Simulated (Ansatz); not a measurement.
Two isomers of C4H2F4: A = `FC1(F)C=CC1(F)F`, B = `FC(F)=CC=C(F)F`.

Computed with Ansatz on PBE0-D4/def2-TZVP structures; ΔE is electronic, products minus reactants. CCSD(T)/CBS is the MP2 limit (def2-TZVPP, def2-QZVPP) plus CCSD(T) − MP2 in def2-TZVPP, frozen cores. Functionals use def2-TZVPP. B3LYP here is the variant with VWN-RPA as its local correlation; programs differ in this. One conformer a species, not always the lowest.

Task: Which isomer does CCSD(T)/CBS put lower? Give the gap. (An estimate is asked.)

Result: Ansatz gave: A, by 0.2 kcal/mol. So small a gap doesn't settle the order.

Task: Give E(B) − E(A) in kcal/mol with LDA (SPW92), ωB97M-V, CCSD/def2-TZVPP, BLYP-D4, B3LYP-D4, HF/def2-TZVPP, CCSD(T)/def2-SVP. (An estimate is asked.)

Result: Ansatz gave: LDA (SPW92) -4.6, ωB97M-V -0.6, CCSD/def2-TZVPP -0.4, BLYP-D4 -9.7, B3LYP-D4 -6.8, HF/def2-TZVPP -1.2, CCSD(T)/def2-SVP -3.3. The order is the other way round with LDA (SPW92), ωB97M-V, CCSD/def2-TZVPP, BLYP-D4, B3LYP-D4, HF/def2-TZVPP, CCSD(T)/def2-SVP.

Task: Does the order hold for the free energy at 298.15 K (harmonic terms from PBE0-D4)? (Best estimate.)

Result: Ansatz gave: No: G(B) − G(A) = -1.1 kcal/mol, for one conformer each.

Largest T1 diagnostic: 0.013.

From BLYP to BHLYP (50 % exact exchange), in def2-TZVPP and without D4, E(B) − E(A) moves by +7.4 kcal/mol. At CCSD(T), def2-SVP lies −3.5 kcal/mol from the extrapolated value and def2-TZVPP −1.2 kcal/mol.
